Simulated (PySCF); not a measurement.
Gas-phase reaction: TiCl2(OH)2 ⇌ TiOCl2 + H2O

Computed with PySCF (xtb for GFN2) and rigid-rotor harmonic-oscillator thermochemistry at 1 bar. S°(298 K) at PBE0/def2-TZVP differs from the NASA 1993 table for TiOCl2 (+10 J/mol/K); whether the harmonic model or the table's entry is off was not settled. † marks an energy on the PBE0/def2-TZVP geometry and frequencies; other levels use their own. MP2 and CCSD(T) freeze the core. All species are closed-shell singlets. TiCl2(OH)2: computed as isolated molecules; such fragments, hydroxides, amides, oligomers or adducts are transient or little studied in the gas. MP2 isn't extrapolated to the basis-set limit; its ΔH°(298 K) is 145.1 kJ in def2-SVP and 138.7 kJ in def2-TZVPP. CCSD(T) isn't extrapolated to the basis-set limit. The harmonic model lacks anharmonicity and excited electronic states, which grow with temperature; levels with a mode under 35 cm⁻¹ are left out. Soft modes under 120 cm⁻¹ make the harmonic entropy rough for TiCl2(OH)2, TiOCl2. Warning, large T1 diagnostic: TiCl2(OH)2, TiOCl2 (CCSD(T)/def2-SVP†). Warning, point group unlike the PBE0 one: TiCl2(OH)2, TiOCl2 (GFN2-xTB).

```
level               ΔE electronic, kJ  ΔH°(298 K), kJ  ΔS°(298 K), J/K  ΔG°(1800 K), kJ
------------------  -----------------  --------------  ---------------  ---------------
CCSD(T)/def2-SVP†                 193             193              138              -24
GFN2-xTB                          345             344              140              123
HF/def2-TZVP†                     234             234              138               17
M06-2X/def2-TZVP†                 236             235              138               18
MP2/def2-SVP†                     146             145              138              -71
PBE/def2-TZVP†                    208             207              138               -9
PBE0/def2-QZVP†                   209             208              138               -9
PBE0/def2-SVP†                    227             226              138               10
PBE0/def2-TZVP                    214             213              138               -3
ωB97M-V/def2-TZVP†                217             216              138                0
ωB97X-V/def2-TZVP†                214             213              138               -3
```
ΔH° is lowest at MP2/def2-SVP† and highest at GFN2-xTB. No reference value is set beside these.
